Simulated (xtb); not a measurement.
Spectroscopic constants of TaS, multiplicity 2 (lowest of 2S+1 = 2, 4, 6, 8 at CCSD(T)/def2-TZVPP on PBE0 minima; our sources give no spin for the ground state, which may be another). No spin–orbit coupling. The T1 diagnostic near the minimum is 0.063, so single-reference values are doubtful.

Seven points along R, fitted to fifth degree in 1/R; most abundant isotopes. Runs in def2 and cc sets follow the lowest solution found near the PBE0 minimum.

The values were computed with xtb for the GFN methods. Values without a source in brackets are computed. The GFN methods have no spin term and hold the electronic entropy of 300 K.

Energies at GFN1-xTB:

```csv
R (Å),E (hartree)
1.962888,-5.47648371
2.015654,-5.50110832
2.064199,-5.51527804
2.119075,-5.52416485
2.173952,-5.52758885
2.237271,-5.52681744
2.311143,-5.52167702
```

**Question.** With a reduced mass of 27.1711 u, find the minimum, the force constant and the constants.

**Answer.** A fifth-degree polynomial in 1/R puts the minimum at r_e = 2.1933 Å with force constant 489 N/m. Then ω_e = (1/2πc)√(k/μ) = 553 cm⁻¹ and B_e = h/(8π²cμr_e²) = 0.1290 cm⁻¹; the cubic and quartic terms give α_e = 0.00067 and ω_e x_e = 2.4 cm⁻¹.
